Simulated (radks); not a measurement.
Tl2+, configuration [Xe] 4f14 5d10 6s1. Calculated with a radial shooting solver on a logarithmic mesh with Libxc functionals: Dirac Kohn-Sham, exchange-only B88, spin-unpolarised, spherical densities, finite nucleus; Fermi nuclear charge, rms radius 5.4759 fm. Some entries of the table are withheld. Estimate them.

orbital  occ.  eigenvalue (hartree)  <1/r> (bohr^-1)
1s1/2       2             -3140.506            99.36
2s1/2       2             -559.2394            24.52
2p1/2       2             -537.0710            24.49
2p3/2       4             -461.1464            19.69
3s1/2       2             -133.9281            8.997
3p1/2       2             -123.8802            8.913
3p3/2       4             -107.0021            7.658
3d3/2       4             -90.33750            7.558
3d5/2       6             -86.73235            7.277
4s1/2       2                   (1)            3.817
4p1/2       2             -26.01457            3.709
4p3/2       4             -21.90987            3.274
4d3/2       4             -14.81077            3.075
4d5/2       6             -14.04496            2.976
5s1/2       2              -5.40924            1.572
4f5/2       6              -4.88011            2.625
4f7/2       8              -4.71107            2.586
5p1/2       2              -3.95163              (2)
5p3/2       4              -3.20698              (3)
5d3/2       4                   (4)           0.9825
5d5/2       6                   (5)           0.9439
6s1/2       1              -0.90044           0.5578
6p1/2       0              -0.61551           0.4592
6p3/2       0              -0.54636           0.4127

Answer. 
(1) 4s1/2 eigenvalue (hartree): -30.35221
(2) 5p1/2 <1/r> (bohr^-1): 1.447
(3) 5p3/2 <1/r> (bohr^-1): 1.286
(4) 5d3/2 eigenvalue (hartree): -1.22239
(5) 5d5/2 eigenvalue (hartree): -1.13992
